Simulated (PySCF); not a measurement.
Species: C7H7NO2.
Z-matrix (Å and degrees, PBE0-D3(BJ)/def2-SVP geometry), rows numbered from 1:
```
C 
C   1  1.4981
O   2  1.1970  1  125.77
O   2  1.3587  1  109.48  3  -179.27
C   4  1.3691  2  125.59  1   176.95
C   5  1.3952  4  126.51  2     1.00
C   6  1.3966  5  117.07  4  -179.87
N   7  1.3283  6  124.88  5    -0.07
C   8  1.3318  7  117.00  6     0.01
C   9  1.3899  8  123.71  7     0.04
H   1  1.0954  2  109.46  3    -9.43
H   1  1.0986  2  110.50  3  -131.73
H   1  1.1008  2  109.17  3   110.48
H   6  1.0863  5  121.54  4     0.17
H   7  1.0963  6  118.70  5   179.94
H   9  1.0960  8  116.64  7  -179.98
H  10  1.0911  5  119.76  4    -0.04
```

NICS is the negative of the GIAO shielding at a point without a nucleus: at the ring centre (0) and 1 Å above and below it (1); zz is the component along the ring normal. Level: GIAO KT2/pcSseg-1 (PySCF, non-relativistic, gas phase) on the PBE0-D3(BJ)/def2-SVP geometry, one conformer.

Ring bond lengths (Å): C5–C6 1.395, C6–C7 1.397, C7–N8 1.328, N8–C9 1.332, C9–C10 1.390, C10–C5 1.396.

**Question.** Give the NICS values of each ring in ppm.

**Answer.** 
| ring | type | NICS(0) | NICS(1), two faces | NICS(1)zz, two faces | rms pucker (Å) | centre to ring atoms, mean (Å) |
| --- | --- | --- | --- | --- | --- | --- |
| C5–C6–C7–N8–C9–C10 | 6-membered ring with N; formal bonds all aromatic | -8.7 | -10.8 / -10.8 | -26.2 / -26.2 | 0.00 | 1.37 |

**Question.** What do they say, and how far can they be read as aromaticity?

**Answer.** 
- C5–C6–C7–N8–C9–C10: mean NICS(1)zz -26.2 ppm, shielded. The ring is flat and has no four-coordinate atom; by the NICS criterion it is aromatic.

**Question.** What does the geometric index give? HOMA = 1 − mean of α(R − Ropt)² over the ring bonds, with Krygowski's 1993 parameters (CC: Ropt 1.388 Å, α 257.7 Å⁻²; CN: Ropt 1.334 Å, α 93.52 Å⁻²).

**Answer.** 
- C5–C6–C7–N8–C9–C10: HOMA 0.99; the largest term is that of C6–C7, α(R − Ropt)² = 0.02. The geometric and the magnetic index point the same way.

**Question.** How do the values depend on the level or the medium?

**Answer.** 
```csv
level,"NICS(0), C5–C6–C7–N8–C9–C10","mean NICS(1)zz, C5–C6–C7–N8–C9–C10"
"KT2/pcSseg-1, gas",-8.7,-26.2
"PBE0/pcSseg-1, gas",-8.8,-27.4
"PBE0/pcSseg-1, IEF-PCM chloroform",-8.6,-27.2
"PBE0/pcSseg-1, IEF-PCM dichloromethane",-8.6,-27.2
"PBE0/pcSseg-1, IEF-PCM methanol",-8.6,-27.2
"WP04/pcSseg-1, IEF-PCM chloroform",-8.9,-26.4
"wB97X-D/pcSseg-1, IEF-PCM chloroform",-8.6,-27.4
```

The geometry is the same throughout; the continuum's cavity takes Bondi-type radii × 1.2.
